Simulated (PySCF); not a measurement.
Species: C5H5ClF (doublet state).
SMILES with atom numbers: `[H]/[C:1]=[C:2]1/[C@@H:3]([CH3:4])[C@:5]1([F:6])[Cl:7]` (hydrogens: H8 on C1; H9 on C3; H10, H11, H12 on C4)

Geometry (GFN2-xTB, Å), atoms numbered from 1 in this order:
```
atom  x, y, z in Å
C1     2.0770   -0.9193   -0.0858
C2     1.0305   -0.2322   -0.2291
C3    -0.4430   -0.1205   -0.4250
C4    -1.3794   -0.5960    0.6603
C5     0.3476    1.1358   -0.2297
F6     0.2585    1.7903    0.9529
Cl7    0.6192    2.2555   -1.5467
H8     3.1230   -0.8754    0.0759
H9    -0.7945   -0.2942   -1.4369
H10   -0.9662   -0.3815    1.6426
H11   -1.5304   -1.6690    0.5700
H12   -2.3409   -0.0941    0.5695
```

Computed, not measured: PySCF, UKS B3LYP, pcH-1 on C Cl F H, non-relativistic, mean-field spin-orbit, GIAO. Isolated species at its GFN2-xTB geometry, gas phase. Couplings are sensitive to structure, and on GFN2-xTB geometries they can be far from those on DFT ones. No stability test was run, so a lower SCF solution isn't excluded.

Principal values of hyperfine tensors in MHz (contact, dipolar and spin–orbit terms together), for some of the nuclei:

```json
{"atom": "C1", "isotope": "13C", "A1": "155.63", "A2": "175.01", "A3": "358.27"}
{"atom": "C3", "isotope": "13C", "A1": "45.45", "A2": "45.80", "A3": "72.01"}
{"atom": "F6", "isotope": "19F", "A1": "-5.82", "A2": "4.19", "A3": "124.09"}
{"atom": "C2", "isotope": "13C", "A1": "-43.25", "A2": "-31.60", "A3": "-11.06"}
{"atom": "H8", "isotope": "1H", "A1": "-14.05", "A2": "10.89", "A3": "50.90"}
{"atom": "H12", "isotope": "1H", "A1": "7.93", "A2": "8.64", "A3": "11.10"}
{"atom": "Cl7", "isotope": "35Cl", "A1": "0.17", "A2": "2.07", "A3": "16.24"}
{"atom": "H9", "isotope": "1H", "A1": "-7.59", "A2": "-4.45", "A3": "2.15"}
```

(1) Give the isotropic coupling of each nucleus in MHz and in mT (g = 2.0032), and the anisotropic part.

(2) What spin density at the nucleus of C3 lies behind its contact coupling (g_N = 1.40482)?

(3) C5 (13C, g_N = 1.40482) isn't in the table. Its spin density at the nucleus is 0.1244 bohr⁻³. What is its contact coupling?

(4) Which nucleus of the table has the largest anisotropic coupling, and what is its form?

(5) In a single crystal, with the field along each principal axis of the tensor of C3 in turn, what first-order splitting does this nucleus give (isotropic g, quadrupole terms neglected)?

Results:

(1) a_iso = (A1 + A2 + A3)/3, Ti = Ai − a_iso; 1 mT corresponds to 28.037 MHz. The tensors hold a spin–orbit part: the run splits a_iso into a_FC + a_SO, and T includes its anisotropic share.

| atom | a_iso (MHz) | a_FC | a_SO | a_iso (mT) | T1 | T2 | T3 |
| --- | --- | --- | --- | --- | --- | --- | --- |
| C1 | 229.64 | 229.72 | -0.08 | 8.191 | -74.00 | -54.63 | 128.63 |
| C3 | 54.42 | 54.39 | 0.04 | 1.941 | -8.97 | -8.62 | 17.59 |
| F6 | 40.82 | 40.30 | 0.52 | 1.456 | -46.64 | -36.63 | 83.27 |
| C2 | -28.64 | -28.64 | 0.00 | -1.021 | -14.61 | -2.97 | 17.58 |
| H8 | 15.92 | 15.91 | 0.01 | 0.568 | -29.96 | -5.02 | 34.99 |
| H12 | 9.23 | 9.23 | 0.00 | 0.329 | -1.29 | -0.58 | 1.88 |
| Cl7 | 6.16 | 6.12 | 0.04 | 0.220 | -5.99 | -4.09 | 10.08 |
| H9 | -3.29 | -3.31 | 0.01 | -0.117 | -4.29 | -1.15 | 5.45 |

(2) a_FC = 800.24 MHz bohr³ × g_N × ρ(0)/(2S). With a_FC = 54.39 MHz and 2S = 1, ρ(0) = 0.04838 bohr⁻³.

(3) By the same relation, a_FC = 139.8 MHz. The spin–orbit term adds +0.08 MHz. Its full tensor has the principal values 121.18, 122.58, 176.00 MHz.

(4) C1: -74.0, -54.6, 128.6 MHz, rhombic: the two smaller values differ by 15 % of the largest.

(5) 2 lines (I = 1/2), spaced by |A_i|/(g × 13.996): 1.62, 1.63, 2.57 mT along the axes of A1, A2 and A3.

The run took 54 s of wall time (grids of density and orbitals included) on one thread, Arm Neoverse V2 (aarch64), shared host, and the process peaked at 0.86 GiB of memory.
